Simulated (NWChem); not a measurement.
InH$_{2}$I; SMILES [InH2][I]

Results from NWChem. Medium grid unless said otherwise, to which SCAN and Minnesota functionals are sensitive. Coordinates come from a PBE-D3(BJ)/def2-SVP optimisation. def2 effective core potentials on In, I; no spin-orbit coupling. Total energies of different functionals are on different scales.

| level | energy (Ha) | highest occupied level (eV) | orbital gap (eV) | dipole (D) |
|---|---|---|---|---|
| B3LYP/def2-SVP | -489.2219 | -6.91 | 4.58 | 2.41 |
| PBE/def2-SVP | -489.0380 | -6.06 | 3.29 | 2.28 |
| MPW1K/def2-SVP | -489.2569 | -8.02 | 6.40 | 2.75 |
| N12/def2-SVP | -490.3329 | -5.77 | 3.24 | 2.16 |
| M06-2X/def2-SVP | -488.9090 | -8.29 | 6.65 | 2.84 |
| MN15-L/def2-SVP | -487.4118 | -6.37 | 3.73 | 2.27 |
| LC-wPBE (HJS exchange hole, range parameter 0.4 per bohr)/def2-SVP | -489.1416 | -9.76 | 9.59 | 2.87 |
| B97-2/def2-SVP | -489.5835 | -6.93 | 4.85 | 2.56 |
